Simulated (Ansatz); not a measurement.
Reactions of `NB(N)F`.

Isolated molecules relaxed with PBE0-D4/def2-TZVP in Ansatz; ΔE leaves out vibrations. CCSD(T)/CBS is the MP2 limit (def2-TZVPP, def2-QZVPP) plus CCSD(T) − MP2 in def2-TZVPP, frozen cores. This one scheme is used for every species, atoms too. No spin–orbit coupling; open shells (•) take unrestricted orbitals. Spin–orbit coupling would lower the free atoms: a little for F. Bonds to Br are less sure, by a few kJ/mol each and by 10 to 20 or more in all where they break to atoms, as the def2 sets lack core-valence functions. Scalar relativity is left out up to krypton. One conformer a species, not always the lowest.

Q: Order these by ΔE at CCSD(T)/CBS, lowest first. (An estimate is asked.)
A. `NB(N)F` → `N[B]N`• + F•
B. `NB(N)F` + `Cl[SiH2]BBr` → `NB(F)Br` + `NB[SiH2]Cl`
C. `NB(N)F` + H₂O → `NB(N)O` + H–F
D. `NB(N)F` + `[AlH3]` → `N[B](N)[AlH2]` + H–F
E. `NB(N)F` + HBr → `NB(N)Br` + H–F
F. `NB(N)F` + `CC1C[SiH2]1` → `CB(N)N` + `FC1C[SiH2]1`

A: B (-42.9 kJ/mol), C (+32.9 kJ/mol), E (+46.7 kJ/mol), D (+158.5 kJ/mol), F (+195.0 kJ/mol), A (+718.0 kJ/mol).

Largest T1 diagnostic: 0.012, for `FC1C[SiH2]1`.
